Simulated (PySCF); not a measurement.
**ZrN2, singlet: molecular constants**

All numbers come from PBE0 in PySCF with Zr def2-TZVP with ECP28, N def2-TZVP; scalar-relativistic core potentials, no spin–orbit coupling; density-fitted integrals.

The structure is a higher-order saddle point with 2 imaginary modes (one degenerate set).

| Property | Result |
| --- | --- |
| Point group | D∞h |
| Bond lengths | Zr–N 1.749 Å (×2) |
| Bond angles | N–Zr–N 180.0° |
| Highest occupied level | -6.67 eV |
| Atomisation energy without zero-point energy | 738 kJ/mol |
| Lowest empty level | -2.84 eV |
| Principal polarisabilities | 44.5, 44.5, 83.8 bohr³ |
| Principal quadrupole moments (Buckingham, traceless) about the centre of mass | -19.00, 9.50, 9.50 D Å |
| Zero-point energy (real modes) | 10.5 kJ/mol |
| Rotational constants | 0.1968 cm⁻¹ |
| Dipole moment | 0.00 D |

Harmonic modes (masses in u: Zr 89.905, N 14.003):
| symmetry | ω (cm⁻¹) | IR (km/mol, summed over degenerate members) | type |
| --- | --- | --- | --- |
| πu | 220i | – | bend |
| σg+ | 854 | 0.0 | stretch |
| σu+ | 909 | 146 | stretch |

In D∞h the vibrations span πu + σg+ + σu+. The σg+ mode carries no infrared intensity, as symmetry demands. With a centre of inversion only u modes can be infrared active and only g modes Raman active.

Charges (e):
```tsv
atom	Mulliken	Löwdin	polar tensor	Mayer order to Zr1
Zr1	1.24	0.74	1.96	–
N2,3	-0.62	-0.37	-0.98	2.04
```
Other Mayer orders above 0.3: N–N 0.52.

Mulliken populations on Zr1 (electrons outside its core potential): s 2.10, p 6.21, d 2.31, f 0.13.

Outer orbital energies (eV). occupied: -20.32, -17.16, -9.03, -9.03, -8.34, -6.67, -6.67; empty: -2.84, -2.58, -2.58, -2.28.

Other isomers or separated fragments may lie lower. At this level a broken-symmetry Ms = 0 minimum of C2v symmetry lies 286 kJ/mol below this structure. At the minimum of this search the closed-shell solution is unstable towards spin polarisation, so a lower open-shell solution exists.

The final relaxation and frequency run took 15 s on 2 threads of a shared Arm Neoverse V2 host, with 102 basis functions and 6 gradients; the process peaked at 0.92 GiB. Launch command: `OMP_NUM_THREADS=2 python axn.py task.json out`.
